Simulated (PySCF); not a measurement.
C₄H₁₀O₂S₂Si₂.
Numbering: `[CH2:1]=[C:2]1[S:3][Si@@H:4]([OH:5])[C@@H:6]([SiH3:7])[CH2:8][S@@:9]1=[O:10]`

Geometry (GFN2-xTB, Å), atoms numbered from 1 in this order:
```xyz
20
C4H10O2S2Si2 angstrom
C      3.1309   -1.0548   -0.5946
C      2.1898   -0.3119   -0.0237
S      1.6775    1.2716   -0.4803
Si    -0.1366    1.4394    0.7794
O     -1.0979    2.3131   -0.2541
C     -1.1692   -0.1616    0.5529
Si    -2.3568   -0.0114   -0.9391
C     -0.2638   -1.3579    0.4428
S      1.2958   -0.9906    1.3931
O      0.8836    0.2610    2.1046
H      3.3750   -2.0286   -0.2074
H      3.6745   -0.7085   -1.4551
H      0.0601    2.3668    1.8878
H     -0.8947    3.2130   -0.4926
H     -1.7660   -0.2621    1.4624
H     -3.4118    0.9469   -0.6446
H     -1.6126    0.2712   -2.1642
H     -2.9561   -1.3521   -1.0899
H     -0.6796   -2.2619    0.8856
H      0.0528   -1.5710   -0.5763
```

NICS is the negative of the GIAO shielding at a point without a nucleus: at the ring centre (0) and 1 Å above and below it (1); zz is the component along the ring normal. Level: GIAO PBE0/pcSseg-1 (PySCF, non-relativistic, gas phase) on the GFN2-xTB geometry, one conformer.

Ring bond lengths (Å), with Mayer bond orders in brackets: C2–S3 1.726 (1.11), S3–Si4 2.215 (0.80), Si4–C6 1.919 (0.80), C6–C8 1.504 (1.02), C8–S9 1.863 (0.86), S9–C2 1.808 (0.87).

Give the NICS values of each ring in ppm.

```
              ring                                                      type  NICS(0)  NICS(1), two faces  NICS(1)zz, two faces  rms pucker (Å)  centre to ring atoms, mean (Å)
C2–S3–Si4–C6–C8–S9  6-membered ring with 2 S and Si; formal bonds all single     -7.5        -4.0 / -35.1           0.4 / -43.4            0.48                            1.69
```

What can be read from them?

- C2–S3–Si4–C6–C8–S9: mean NICS(1)zz -21.5 ppm, shielded. Si4, C6, C8 have four or more neighbours, so the value isn't read as a sign of a π ring current. The two faces differ by 43.8 ppm, so no symmetry operation interchanges them. NICS(0) lies 12 ppm above the mean NICS(1).

Give the inner angles of the rings and the Hirshfeld charges of the ring atoms.

- C2–S3–Si4–C6–C8–S9: C2 113.9° (-0.042 e), S3 99.3° (-0.071 e), Si4 108.1° (+0.335 e), C6 110.4° (-0.207 e), C8 108.0° (-0.079 e), S9 95.1° (+0.366 e); sum 634.8° against 720° for a flat convex ring.

What are the shieldings of the ring atoms and their hydrogens in the same run (means over atoms taken as equivalent)?

```tsv
atoms	environment	σ isotropic (ppm)
C2	fully substituted alkene carbon	16.5
S3	sulfur bonded to C and Si	571.8
Si4	oxygen-bound silicon	388.0
C6	sp3 carbon bound to silicon	182.6
C8	sp3 carbon bound to sulfur	126.9
S9	sulfinyl sulfur	254.7
H13	Si–H hydrogen	25.32
H15	methine hydrogen	31.70
H19	methylene hydrogen	28.52
H20	methylene hydrogen	29.39
```
